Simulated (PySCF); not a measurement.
## Trend along the alkali metals: MSr molecules

PBE0 with double-zeta basis sets in PySCF, for the lowest determinant that a PBE0 search found; no spin–orbit coupling. De refers to high-spin ground-configuration atoms. A positive dipole means M(−)Sr(+).

| M | basis | state (unpaired electrons) | Re (Å) | ωe (cm⁻¹) | De (eV) | μ (D) |
| --- | --- | --- | --- | --- | --- | --- |
| Li | def2-SVP | doublet (σ ↑) | 3.641 | 174 | 0.34 | 0.05 |
| Na | def2-SVP | doublet (σ ↑) | 3.898 | 89.8 | 0.27 | -0.40 |
| K | def2-SVP | doublet (σ ↑) | 4.498 | 57.9 | 0.20 | -1.57 |
| Rb | def2-SVP | doublet (σ ↑) | 4.689 | 42.2 | 0.17 | -1.78 |
| Cs | def2-SVP | doublet (σ ↑) | 4.948 | 35.9 | 0.16 | -2.30 |

(1) By what factor does the bond length vary along the series?

Down a group the atoms grow and get heavier, so bonds lengthen and wavenumbers fall; this series shows no clear exception.

Weak bonds: CsSr, KSr, NaSr, RbSr, SrLi. Basis-set superposition, not corrected here, can be much of De in a small basis, most of all at correlated wavefunction levels. Functionals without a dispersion term scatter widely for such bonds, and LDA overbinds them. Spin–orbit coupling is left out. States were picked by a PBE0 search and need not be the measured ground states.

## Answers

(1) At PBE0 it runs from 3.641 Å (SrLi) to 4.948 Å (CsSr), a factor of 1.36.
